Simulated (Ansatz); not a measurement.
`C[Si](F)(Cl)[GeH3]` + H₂ → `C[SiH](F)[GeH3]` + HCl at 400 K and 1 bar (hydrogenolysis of the Si–Cl bond).

Calculated with Ansatz (gas phase, PBE0-D4/def2-TZVP geometries, no zero-point term in ΔE). CCSD(T)/CBS is the MP2 limit (def2-TZVPP, def2-QZVPP) plus CCSD(T) − MP2 in def2-TZVPP, frozen cores. This one scheme is used for every species. For Ge outer-core shells are correlated without core-valence functions, which leaves a few kJ/mol of doubt a bond. Scalar relativity is left out up to krypton.

| species | CCSD(T)/CBS energy (Eh) | H − E (kJ/mol) | S (J/(mol·K)) |
| --- | --- | --- | --- |
| `C[Si](F)(Cl)[GeH3]` | -2966.56047 | 211.6 | 434.8 |
| H₂ | -1.17544 | 38.0 | 139.0 |
| `C[SiH](F)[GeH3]` | -2507.31933 | 223.8 | 400.2 |
| HCl | -460.38127 | 29.6 | 195.4 |

H − E and S are ideal-gas, rigid-rotor, harmonic terms from PBE0-D4/def2-TZVP, for one conformer and one mirror image of each species. For small species the MP2-based limit differs from directly extrapolated CCSD(T) by up to some mEh (0.8 for H₂); such offsets cancel only in part. 1 Eh = 2625.50 kJ/mol, R = 8.31446 J/(mol·K).

Problem. By hand: ΔE, ΔH, ΔS and ΔG.

Solution. ΔE = (-2507.31933) + (-460.38127) − (-2966.56047) − (-1.17544) = 0.03531 Eh = 92.7 kJ/mol. Δ(H − E) = 223.8 + 29.6 − 211.6 − 38.0 = 3.8, so ΔH = 96.5 kJ/mol. ΔS = 400.2 + 195.4 − 434.8 − 139.0 = 21.8 J/(mol·K). ΔG = 96.5 − 400 × (21.8)/1000 = 87.8 kJ/mol.

Problem. By hand: the equilibrium constant, and the temperature at which ΔG would vanish if ΔH and ΔS stayed fixed.

Solution. log₁₀ K = −ΔG/(RT ln 10) = -11.5. ΔG = 0 at ΔH/ΔS = 4427 K, far beyond where these terms or the molecules hold.

ΔH outweighs TΔS. A doubt of 5 kJ/mol in ΔE shifts log₁₀ K by 0.7 here. Other conformers and mirror images would add mixing entropy, several J/(mol·K) or more a flexible species. These are equilibria of isolated gas molecules and say nothing of rates. Largest T1 diagnostic: 0.012 (customary marks: 0.02 for closed shells, 0.045 for open ones).
